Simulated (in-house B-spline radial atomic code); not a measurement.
Inner levels of sulfur as electrons are removed. A shift is the extra binding of the orbital against the neutral atom ([Ne] 3s2 3p4). The density at the nucleus is averaged over the nuclear charge. Computed with a B-spline radial code for spherical atoms: Dirac-Hartree-Fock, average of the configuration, finite nuclei.

```csv
ion,configuration,shift of 1s1/2 (eV),shift of 2s1/2 (eV),shift of 2p3/2 (eV),radius of 1s1/2 (bohr),radius of 2s1/2 (bohr),radius of 2p3/2 (bohr),Σ<r²> (bohr²),change of density at nucleus (bohr⁻³)
S,[Ne] 3s2 3p4,0,0,0,0.096725,0.47366,0.44121,29.306,-
S+,[Ne] 3s2 3p3,?,?,?,?,?,?,?,?
S2+,[Ne] 3s2 3p2,26.391,25.738,25.622,0.096717,0.47294,0.44072,15.127,3.8971
S3+,[Ne] 3s2 3p1,?,?,?,?,?,?,?,?
S4+,[Ne] 3s2,61.889,59.413,59.183,0.096699,0.47133,0.43911,6.9817,9.6556
S5+,[Ne] 3s1,83.174,79.091,79.364,0.096699,0.47149,0.4376,4.276,-1.1724
```

(1) Fill in the row of S+.

(2) Fill in the row of S3+.

Answers

(1) shift of 1s1/2 (eV): 11.972; shift of 2s1/2 (eV): 11.771; shift of 2p3/2 (eV): 11.715; radius of 1s1/2 (bohr): 0.096722; radius of 2s1/2 (bohr): 0.4734; radius of 2p3/2 (bohr): 0.44108; Σ<r²> (bohr²): 21.033; change of density at nucleus (bohr⁻³): 1.6998.

(2) shift of 1s1/2 (eV): 43.067; shift of 2s1/2 (eV): 41.667; shift of 2p3/2 (eV): 41.491; radius of 1s1/2 (bohr): 0.096709; radius of 2s1/2 (bohr): 0.47226; radius of 2p3/2 (bohr): 0.44007; Σ<r²> (bohr²): 10.598; change of density at nucleus (bohr⁻³): 6.5533.
